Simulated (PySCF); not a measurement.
Species: C₆H₁₀FO (doublet state).
Z-matrix (Å and degrees, GFN2-xTB geometry), rows numbered from 1:
```
C 
C   1  1.3664
C   2  1.3802  1  125.32
F   3  1.3547  2  119.82  1     1.11
C   3  1.4962  2  126.10  1  -179.88
O   5  1.4041  3  113.58  2    33.21
C   6  1.4163  5  114.00  3    70.80
C   7  1.5192  6  108.25  5   177.84
H   1  1.0734  2  121.21  3  -179.86
H   1  1.0755  2  120.92  3    -0.24
H   2  1.0815  1  120.12  3  -179.73
H   5  1.1027  3  108.65  2   157.53
H   5  1.0992  3  110.31  2   -84.24
H   7  1.0999  6  110.15  5   -61.28
H   7  1.1014  6  109.56  5    57.43
H   8  1.0862  7  109.98  6  -179.58
H   8  1.0864  7  109.84  6   -59.20
H   8  1.0862  7  109.91  6    60.10
```

The hyperfine couplings belong to this conformer and change with its torsions.

Identity: `C=C[C](F)COCC` [radical].

Method used: UKS B3LYP, pcH-1 on C F H O, non-relativistic, mean-field spin-orbit, GIAO in PySCF. Geometry: GFN2-xTB, one conformer, isolated molecule. The geometry wasn't refined by DFT: couplings that depend on bond lengths, twists or pyramidal angles can differ widely from those at the functional's own minimum. The SCF solution wasn't tested for stability. ⟨S²⟩ is 0.776 where a pure state has 0.75.

Principal values of hyperfine tensors in MHz (contact and dipolar terms together), for some of the nuclei:

| atom | isotope | A1 | A2 | A3 |
| --- | --- | --- | --- | --- |
| F4 | 19F | -68.35 | -38.11 | 377.01 |
| H13 | 1H | 74.62 | 77.04 | 84.74 |
| C3 | 13C | 11.83 | 14.78 | 181.09 |
| C1 | 13C | 2.75 | 4.58 | 149.63 |
| C2 | 13C | -75.41 | -36.48 | -30.23 |
| H10 | 1H | -59.64 | -40.65 | -17.17 |
| H12 | 1H | 19.78 | 20.63 | 30.14 |
| C5 | 13C | -23.76 | -23.16 | -21.16 |

Task: Give the isotropic coupling of each nucleus in MHz and in mT (g = 2.0032), and the anisotropic part.

Result: a_iso is a third of the trace, T = A − a_iso, and a(mT) = a(MHz)/(g × 13.996).

```json
{"atom": "F4", "a_iso (MHz)": "90.18", "a_iso (mT)": "3.216", "T1": "-158.53", "T2": "-128.29", "T3": "286.83"}
{"atom": "H13", "a_iso (MHz)": "78.80", "a_iso (mT)": "2.811", "T1": "-4.18", "T2": "-1.76", "T3": "5.94"}
{"atom": "C3", "a_iso (MHz)": "69.23", "a_iso (mT)": "2.469", "T1": "-57.41", "T2": "-54.45", "T3": "111.86"}
{"atom": "C1", "a_iso (MHz)": "52.32", "a_iso (mT)": "1.866", "T1": "-49.57", "T2": "-47.74", "T3": "97.31"}
{"atom": "C2", "a_iso (MHz)": "-47.37", "a_iso (mT)": "-1.690", "T1": "-28.04", "T2": "10.89", "T3": "17.14"}
{"atom": "H10", "a_iso (MHz)": "-39.16", "a_iso (mT)": "-1.397", "T1": "-20.49", "T2": "-1.50", "T3": "21.98"}
{"atom": "H12", "a_iso (MHz)": "23.52", "a_iso (mT)": "0.839", "T1": "-3.74", "T2": "-2.88", "T3": "6.62"}
{"atom": "C5", "a_iso (MHz)": "-22.69", "a_iso (mT)": "-0.809", "T1": "-1.07", "T2": "-0.47", "T3": "1.54"}
```

Task: What spin density at the nucleus of H10 lies behind its contact coupling (g_N = 5.58569)?

Result: a_FC = 800.24 MHz bohr³ × g_N × ρ(0)/(2S). With a_FC = -39.16 MHz and 2S = 1, ρ(0) = -0.00876 bohr⁻³. In magnitude that is 2.8 % of the 1/π = 0.318 of a free hydrogen atom.

Task: H9 (1H, g_N = 5.58569) isn't in the table. Its spin density at the nucleus is -0.009086 bohr⁻³. What is its contact coupling?

Result: By the same relation, a_FC = -40.6 MHz. Its full tensor has the principal values -64.91, -40.76, -16.17 MHz.

Task: Name the largest traceless tensor T of the table and describe it.

Result: F4: -158.5, -128.3, 286.8 MHz, rhombic: the two smaller values differ by 11 % of the largest.

Task: In a single crystal, with the field along each principal axis of the tensor of H13 in turn, what first-order splitting does this nucleus give (isotropic g, quadrupole terms neglected)?

Result: 2 lines (I = 1/2), spaced by |A_i|/(g × 13.996): 2.66, 2.75, 3.02 mT along the axes of A1, A2 and A3.

Hardware: one thread, Arm Neoverse V2 (aarch64) (shared host). Cost: 73 s wall (with the writing of density and orbital grids), 0.97 GiB resident at most.
